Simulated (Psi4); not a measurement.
CH₄S, charge +1, doublet, geometry from GFN2-xTB (a state made from the parent by changing its charge; the spin is typed, not shown lowest); MP2/aug-cc-pVDZ (Psi4).

The Psi4 input:
```
memory 2 GB

molecule mol {
1 2
  C    -0.073882    1.119810    0.010353
  S    -0.041344   -0.650098   -0.006703
  H     1.309198   -0.804870    0.002888
  H    -1.108580    1.459369    0.005168
  H     0.444890    1.505535    0.894568
  H     0.459297    1.522683   -0.857495
}

set basis aug-cc-pvdz
set reference uhf

energy('mp2')
print_variables()
```

Q: Predict the main parts of the log of this Psi4 run.

A: 
```
    SCF Algorithm Type (re)set to DF.

   => Loading Basis Set <=

    Name: AUG-CC-PVDZ
    Role: ORBITAL
    Keyword: BASIS

         ---------------------------------------------------------
                                   SCF
               by Justin Turney, Rob Parrish, Andy Simmonett
                          and Daniel G. A. Smith
                              UHF Reference
         ---------------------------------------------------------

  ==> Geometry <==

    Molecular point group: c1
    Full point group: C1

    Geometry (in Angstrom), charge = 1, multiplicity = 2:

       Center              X                  Y                   Z               Mass
    ------------   -----------------  -----------------  -----------------  -----------------
         C           -0.051071369284     1.195548954336     0.011281906783    12.000000000000
         S           -0.018533369284    -0.574359045664    -0.005774093217    31.972071174400
         H            1.332008630716    -0.729131045664     0.003816906783     1.007825032230
         H           -1.085769369284     1.535107954336     0.006096906783     1.007825032230
         H            0.467700630716     1.581273954336     0.895496906783     1.007825032230
         H            0.482107630716     1.598421954336    -0.856566093217     1.007825032230

  Running in c1 symmetry.

  Rotational constants: A =      3.40687  B =      0.45161  C =      0.43025 [cm^-1]
  Rotational constants: A = 102135.36117  B =  13539.05347  C =  12898.44909 [MHz]
  Nuclear repulsion =   57.110670557490103

  Charge       = 1
  Multiplicity = 2
  Electrons    = 25
  Nalpha       = 13
  Nbeta        = 12

  ==> Algorithm <==

  SCF Algorithm Type is DF.
  DIIS enabled.
  MOM disabled.
  Fractional occupation disabled.
  Guess Type is SAD.
  Energy threshold   = 1.00e-08
  Density threshold  = 1.00e-08
  Integral threshold = 1.00e-12

  ==> Primary Basis <==

  Basis Set: AUG-CC-PVDZ
    Blend: AUG-CC-PVDZ
    Number of shells: 40
    Number of basis functions: 86
    Number of Cartesian functions: 90
    Spherical Harmonics?: true
    Max angular momentum: 2

   => Loading Basis Set <=

    Name: (AUG-CC-PVDZ AUX)
    Role: JKFIT
    Keyword: DF_BASIS_SCF

  ==> Integral Setup <==

  SCF_SUBTYPE=INCORE selected. In-core MEM_DF algorithm will be used.
  Using in-core AOs.

  ==> MemDFJK: Density-Fitted J/K Matrices <==

    J tasked:                   Yes
    K tasked:                   Yes
    wK tasked:                   No
    Algorithm:                 Core
    Schwarz Cutoff:           1E-12
    Mask sparsity (%):       0.0000
    Fitting Condition:        1E-10

   => Auxiliary Basis Set <=

  Basis Set: (AUG-CC-PVDZ AUX)
    Blend: AUG-CC-PVDZ-JKFIT
    Number of shells: 116
    Number of basis functions: 342
    Number of Cartesian functions: 391
    Spherical Harmonics?: true
    Max angular momentum: 3

  Minimum eigenvalue in the overlap matrix is 5.8160077792E-04.
  Reciprocal condition number of the overlap matrix is 6.2623219012E-05.
    Using symmetric orthogonalization.

  ==> Pre-Iterations <==

  SCF Guess: Superposition of Atomic Densities via on-the-fly atomic UHF (no occupation information).

   -------------------------
    Irrep   Nso     Nmo
   -------------------------
     A         86      86
   -------------------------
    Total      86      86
   -------------------------

  ==> Iterations <==

                           Total Energy        Delta E     RMS |[F,P]|

   @DF-UHF iter SAD:  -437.32979836512436   -4.37330e+02   0.00000e+00
   @DF-UHF iter   1:  -437.34232927929918   -1.25309e-02   3.54692e-03 DIIS/ADIIS
   @DF-UHF iter   2:  -437.41026817836979   -6.79389e-02   1.28846e-03 DIIS/ADIIS
   @DF-UHF iter   3:  -437.42030085629403   -1.00327e-02   4.94843e-04 DIIS/ADIIS
   @DF-UHF iter   4:  -437.42283544005988   -2.53458e-03   1.60587e-04 DIIS/ADIIS
   @DF-UHF iter   5:  -437.42322685254004   -3.91412e-04   6.59445e-05 DIIS
[...]
      13A     -0.722129

    Alpha Virtual:

[...]
      86A      2.715245

    Beta Occupied:

[...]
    Beta Virtual:

[...]
    Final Occupation by Irrep:
              A
    DOCC [    12 ]
    SOCC [     1 ]
    NA   [    13 ]
    NB   [    12 ]

  @DF-UHF Final Energy:  -437.42331283115863

   => Energetics <=

    Nuclear Repulsion Energy =             57.1106705574901028
    One-Electron Energy =                -708.5874697775568620
    Two-Electron Energy =                 214.0534863889080839
    Total Energy =                       -437.4233128311586256

  UHF NO Occupations:
  HONO-2 :   11  A 1.9992266
  HONO-1 :   12  A 1.9946204
  HONO-0 :   13  A 1.0000000
  LUNO+0 :   14  A 0.0053796
  LUNO+1 :   15  A 0.0007734
  LUNO+2 :   16  A 0.0005035
  LUNO+3 :   17  A 0.0003900

Computation Completed

Properties will be evaluated at   0.000000,   0.000000,   0.000000 [a0]

Properties computed using the SCF density matrix

 Multipole Moments:

 ------------------------------------------------------------------------------------
     Multipole            Electronic (a.u.)      Nuclear  (a.u.)        Total (a.u.)
 ------------------------------------------------------------------------------------

 L = 1.  Multiply by 2.5417464519 to convert [e a0] to [Debye]
 Dipole X            :         -0.6293363            1.1207690            0.4914326
 Dipole Y            :         -3.4680411            3.7212899            0.2532488
 Dipole Z            :         -0.0391183            0.0456380            0.0065197
 Magnitude           :                                                    0.5528865

 ------------------------------------------------------------------------------------

  //>>>>>>>>>>>>>>>>>>>>>>>>>>>>>>>>>>>//
  //               DFMP2               //
  //<<<<<<<<<<<<<<<<<<<<<<<<<<<<<<<<<<<//

   => Loading Basis Set <=

    Name: (AUG-CC-PVDZ AUX)
    Role: RIFIT
    Keyword: DF_BASIS_MP2

	 --------------------------------------------------------
	                          DF-MP2
	      2nd-Order Density-Fitted Moller-Plesset Theory

	        Rob Parrish, Justin Turney, Andy Simmonett,
	           Ed Hohenstein, and C. David Sherrill
	 --------------------------------------------------------

	 --------------------------------------------------------
	                 NBF =    86, NAUX =   256
	 --------------------------------------------------------
	   CLASS    FOCC     OCC    AOCC    AVIR     VIR    FVIR
	   ALPHA       0      13      13      73      73       0
	    BETA       0      12      12      74      74       0
	 --------------------------------------------------------

	-----------------------------------------------------------
	 ==================> DF-MP2 Energies <====================
	-----------------------------------------------------------
	 Reference Energy          =    -437.4233128311586256 [Eh]
	 Singles Energy            =      -0.0000000000000000 [Eh]
	 Same-Spin Energy          =      -0.0618668354556592 [Eh]
	 Opposite-Spin Energy      =      -0.2156656103771673 [Eh]
	 Correlation Energy        =      -0.2775324458328264 [Eh]
	 Total Energy              =    -437.7008452769914584 [Eh]
	-----------------------------------------------------------
	 ================> DF-SCS-MP2 Energies <==================
	-----------------------------------------------------------
	 SCS Same-Spin Scale       =       0.3333333333333333 [-]
	 SCS Opposite-Spin Scale   =       1.2000000000000000 [-]
	 SCS Same-Spin Energy      =      -0.0206222784852197 [Eh]
	 SCS Opposite-Spin Energy  =      -0.2587987324526007 [Eh]
	 SCS Correlation Energy    =      -0.2794210109378205 [Eh]
	 SCS Total Energy          =    -437.7027338420964497 [Eh]
	-----------------------------------------------------------

  Variable Map:
  ----------------------------------------------------------------------------
[...]
  Array Variable Map:
  ----------------------------------------------------------------------------
[...]
[...]
```
